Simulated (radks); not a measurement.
Values are calculated unless marked as measured or tabulated.
Numerical settings for neutral beryllium, [He] 2s2. Code: a radial shooting solver on a logarithmic mesh with Libxc functionals. Model: scalar-relativistic Kohn-Sham, PBE, spin-unpolarised, spherical densities, finite nucleus; Fermi nuclear charge, rms radius 2.519 fm. The defaults (mesh step 0.008 in ln r, mesh end at 40 bohr or more with all orbitals vanishing there, Anderson mixing 0.5 over 9 steps, residual threshold near 1e-9 with the energy settled to 1e-9 hartree or 1e-11 of itself, here a cap of 70 iterations) give E = -14.6329 hartree and 2s at -5.610 eV in 13 iterations. Run on one thread of a shared host, so times are rough (Intel(R) Xeon(R) 6975P-C): 0.02 s of CPU time, 0.02 s wall, 13 iterations on 2208 mesh points. Changes against that run (0 stands for a change within the tolerance of the run):

| setting | iterations | converged | E (mhartree) | e(2s) (meV) | CPU (s) |
|---|---|---|---|---|---|
| mesh step in ln r 0.012 | 13 | yes | 0 | 0 | 0.01 |
| mesh step in ln r 0.05 | 13 | yes | -0.000128 | 0 | 0.01 |
| mesh step in ln r 0.005 | 13 | yes | 0 | 0 | 0.03 |
| mesh end (bohr) 12 | 13 | yes | +0.0113 | +1.44 | 0.02 |
| mesh end (bohr) 3 | 13 | level above zero | +681 | +1.39e+04 | 0.02 |
| residual threshold 0.001 | 8 | yes | 0 | -0.0191 | 0.01 |
| residual threshold 0.1 | 8 | yes | 0 | -0.0191 | 0.01 |
| mixing 0.2 | 14 | yes | 0 | 0 | 0.02 |
| linear mixing, mixing 0.2 | 70 | no | 0 | 0 | 0.08 |
| linear mixing, mixing 0.8 | 15 | yes | 0 | 0 | 0.02 |
| mixing history 3 | 18 | yes | 0 | 0 | 0.03 |
| iteration cap 5 | 5 | no | +0.000205 | +10.4 | 0.01 |

Settled on a wrong energy, with an occupied level pushed above zero by the early mesh end: mesh end (bohr) 3 (+0.681 hartree). Apart from these: no run marked as converged misses the energy by more than 1 mhartree. A mesh that ends early acts as a hard wall.
